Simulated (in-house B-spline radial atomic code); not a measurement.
Configurations of Ni IX (Ni8+), with energies counted from [Ar] 3d2. Computed with a B-spline radial code for spherical atoms: Dirac-Hartree-Fock, average of configuration, Fermi nucleus of rms radius 3.7757 fm. Energies include first-order Breit, QED and recoil terms.

Occupations are held fixed; configurations that lie above the ionisation limit could autoionise.

```csv
configuration,E - E(ref) (eV),highest orbital,its <r> (bohr)
[Ar] 3d1 4f1,119.06,4f7/2,1.869
[Ar] 3d1 5s1,122.44,5s1/2,2.735
[Ar] 3d1 6p1,149.94,6p3/2,4.48
[Ar] 3d1 6f1,158.64,6f7/2,5.119
[Ne] 3s2 3p5 3d2 6s1,212.89,6s1/2,4.257
[Ne] 3s2 3p5 3d2 6f1,224.65,6f7/2,5.117
[Ne] 3s2 3p5 3d2 6g1,225.57,6g9/2,4.87
[Ne] 3s2 3p5 3d2 7s1,226.1,7s1/2,6.109
[Ne] 3s2 3p5 3d2 7f1,233.11,7f7/2,7.247
```

Q: Order these further configurations by energy, lowest first.
A. [Ar] 3d1 5g1
B. [Ar] 3d1 6s1
C. [Ne] 3s2 3p5 3d2 4f1
D. [Ne] 3s2 3p5 3d2 5f1
E. [Ar] 3d1 5f1

A: E (144.62 eV), A (146.09 eV), B (146.85 eV), C (185.01 eV), D (210.61 eV).

Q: How far above the reference does [Ar] 3d1 6g1 lie?

A: 159.56 eV; its least bound orbital is 6g9/2 with <r> = 4.87 bohr.

Q: How far above the reference does [Ar] 3d1 7p1 lie?

A: 161.88 eV; its least bound orbital is 7p3/2 with <r> = 6.397 bohr.

Q: How far above the reference does [Ne] 3s2 3p5 3d2 5g1 lie?

A: 212.1 eV; its least bound orbital is 5g9/2 with <r> = 3.044 bohr.
